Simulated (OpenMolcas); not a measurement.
Xe VI: the spin-orbit constant, worked from levels

```
Program             : OpenMolcas
Basis               : ANO-RCC-VTZP [7s6p4d2f1g]
Scalar Hamiltonian  : DKH2, point nucleus
Active space        : 3 electrons in 8 orbitals (5s 5p 6s 6p)
State averaging     : 2S+1 = 4 odd, 1 root; 2S+1 = 2 odd, 11 roots; 2S+1 = 4 even, 3 roots; 2S+1 = 2 even, 9 roots
Spin-orbit coupling : state interaction with AMFI integrals over the reference wave functions, term energies averaged over their components
```

Methods: CASSCF; MS-CASPT2, IPEA 0.25 Eh, imaginary shift 0.1 Eh (closed shells correlated: 4d). Measured levels: Saloman, J. Phys. Chem. Ref. Data 33, 765 (2004).

**The spin-orbit constant.** For the Hund term 2P* of p1, E(J) = (A/2) J(J+1) + constant and ζ = 2S·A = A. From J = 1/2 to J = 3/2 the energy changes by 1.5 A.

```tsv
Source	E(3/2) - E(1/2)	A	ζ
CASSCF	13557.9	9038.6	9039
MS-CASPT2	13706.8	9137.9	9138
measured	15599.0	10399.3	10399
```

All in cm-1. MS-CASPT2 is off by -12.1 % and CASSCF by -13.1 %. Both methods take the spin-orbit matrix elements from the reference wave functions, so the second can move ζ only through the term energies and any multistate remixing.

Over all roots computed the reference weight is 0.86 to 0.95 in MS-CASPT2; the roots of lowest weight are the least certain, and an intruder state may touch them. Active for correlation alone: 6p 6s; no level in the range computed is led by a configuration that fills them, so any true level of that kind is missing. Computed and measured levels are paired by configuration, term and J; levels that our copy of the source lacks, or whose pairing is in doubt (as where it misses far off the trend of its configuration), stay unpaired and out of the deviations. Only configurations of the active space appear.

* marks odd parity.
